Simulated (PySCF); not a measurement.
This PySCF input asks for the NMR shieldings of SMILES B[C@H](B(F)F)/C(C)=C/C, C5H10B2F2; the geometry comes from GFN2-xTB.

```python
import basis_set_exchange as bse
import numpy as np
from pyscf import gto, dft
from pyscf.prop import nmr

atoms = """
B     2.046167   -1.325479   -0.047551
C     1.213543   -0.083528   -0.552393
B     2.074202    1.181077   -0.148226
F     1.888373    1.898628    0.941160
F     3.085454    1.601665   -0.885458
C    -0.215497   -0.015213   -0.067091
C    -0.453762   -0.005359    1.413050
C    -1.226223    0.027680   -0.929204
C    -2.664663    0.081901   -0.516082
H     1.696040   -1.948683    0.873714
H     3.029817   -1.608485   -0.609622
H     1.225603   -0.100070   -1.648419
H     0.481730   -0.003112    1.962402
H    -1.031693   -0.880441    1.708721
H    -1.024896    0.877263    1.697695
H    -1.031247    0.021912   -1.992993
H    -2.919606   -0.772109    0.111806
H    -3.318395    0.078319   -1.383390
H    -2.864750    0.983285    0.064418
"""
names = dict.fromkeys(["B", "C", "F", "H"], "pcSseg-1")
basis = {el: gto.basis.parse(bse.get_basis(n, elements=[el], fmt="nwchem")) for el, n in names.items()}
mol = gto.M(atom=atoms, basis=basis, charge=0, verbose=0)
mf = dft.RKS(mol, xc="PBE0")
mf.grids.level = 2
mf.grids.alignment = dft.numint.BLKSIZE   # the property module wants whole blocks of grid points
mf.conv_tol = 1e-9
mf.kernel()

calc = nmr.RKS(mf)   # GIAO
C = mf.mo_coeff
Co = C[:, mf.mo_occ > 0]
resp = mf.gen_response(singlet=True, hermi=2)
def vind(x):   # induced exchange potential for any number of trial vectors
    d = np.einsum("pi,xij,qj->xpq", C, 2 * x.reshape(-1, C.shape[1], Co.shape[1]), Co, optimize=True)
    return np.einsum("xpq,pi,qj->xij", resp(d - d.transpose(0, 2, 1)), C, Co, optimize=True).ravel()
mo1, _ = nmr.rhf.solve_mo1(calc, with_cphf=vind)
sigma = calc.kernel(mo1)
for i, s in enumerate(sigma):   # ppm
    w = np.linalg.eigvalsh((s + s.T) / 2)
    print("%2d %-2s iso %8.1f  s11 %8.1f  s22 %8.1f  s33 %8.1f" % (i, mol.atom_pure_symbol(i), w.mean(), *w))
```

Task: What are the results?

Result: 
```
 0 B  iso     12.6  s11    -58.5  s22    -32.2  s33    128.6
 1 C  iso    123.5  s11     83.9  s22    116.5  s33    170.2
 2 B  iso     75.2  s11     55.2  s22     80.0  s33     90.4
 3 F  iso    233.3  s11     55.0  s22    281.0  s33    363.9
 4 F  iso    233.3  s11     67.1  s22    287.4  s33    345.3
 5 C  iso     44.2  s11    -73.2  s22     58.1  s33    147.8
 6 C  iso    167.0  s11    156.9  s22    165.3  s33    178.8
 7 C  iso     63.2  s11    -42.0  s22     86.4  s33    145.1
 8 C  iso    171.0  s11    157.3  s22    170.7  s33    185.0
 9 H  iso     23.8  s11     15.3  s22     27.0  s33     29.2
10 H  iso     23.8  s11     16.5  s22     27.1  s33     27.9
11 H  iso     27.9  s11     23.5  s22     29.7  s33     30.6
12 H  iso     29.5  s11     25.7  s22     29.5  s33     33.4
13 H  iso     29.6  s11     25.5  s22     27.6  s33     35.8
14 H  iso     29.6  s11     26.5  s22     27.8  s33     34.5
15 H  iso     26.3  s11     23.2  s22     25.6  s33     30.1
16 H  iso     30.1  s11     25.7  s22     28.8  s33     35.7
17 H  iso     30.0  s11     25.6  s22     28.1  s33     36.3
18 H  iso     30.0  s11     25.7  s22     28.8  s33     35.5
```

These numbers come from an equivalent density-fitted implementation of the same equations, which agrees with the script to about 0.01 ppm for H and up to a few tenths of a ppm for heavy atoms, so last digits may differ.

Size and cost of the density-fitted run: 203 basis functions, 100 s wall time on 1 thread of an Intel Xeon, shared host; peak memory 0.87 GiB.
